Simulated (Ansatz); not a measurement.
Gas-phase reaction in SMILES: C=C1CCCCC1 → C=C1C[CH]CCC1 + H atom (the C-H bond at the site shown breaks; other sites are not compared here)
Geometries: B3LYP-D3(BJ)/def2-TZVP minima from Ansatz (a program for electronic structure), one conformer each, not searched for the lowest.

Property: bond dissociation energy (electronic energy difference), in kJ/mol. Correlated levels leave the core frozen unless marked. Open shells are spin-unrestricted. Spin-orbit coupling is left out. No relativistic terms. Basis-set limits of correlation are two-point, X^-3; Hartree-Fock from the larger set. The bracket is a focal-point correction in the basis named.

```
level                                                     program  bond dissociation energy (kJ/mol)  minus last row
-------------------------------------------------  --------------  ---------------------------------  --------------
revPBE-D4/def2-TZVPD                               Ansatz + dftd4                              421.9           -28.6
r2SCAN-D3(BJ)/def2-TZVPD                           Ansatz + dftd3                              420.5           -30.0
PBE0/6-31G*                                                Ansatz                              433.3           -17.2
PBE0-D3(BJ)/def2-TZVP                              Ansatz + dftd3                              427.7           -22.8
PBE0/def2-TZVP                                             Ansatz                              425.7           -24.8
r2SCAN0-D4/def2-TZVPD                              Ansatz + dftd4                              421.9           -28.6
B2GP-PLYP-D3(BJ)/def2-TZVPD                        Ansatz + dftd3                              436.9           -13.6
B2GP-PLYP-D4/def2-TZVPD                            Ansatz + dftd4                              436.9           -13.6
RI-MP2/cc-pVQZ                                             Ansatz                              449.8            -0.7
RI-MP2/CBS(cc-pVTZ,cc-pVQZ)+[CCSD(T)-MP2]/cc-pVTZ          Ansatz                              450.5             0.0
```
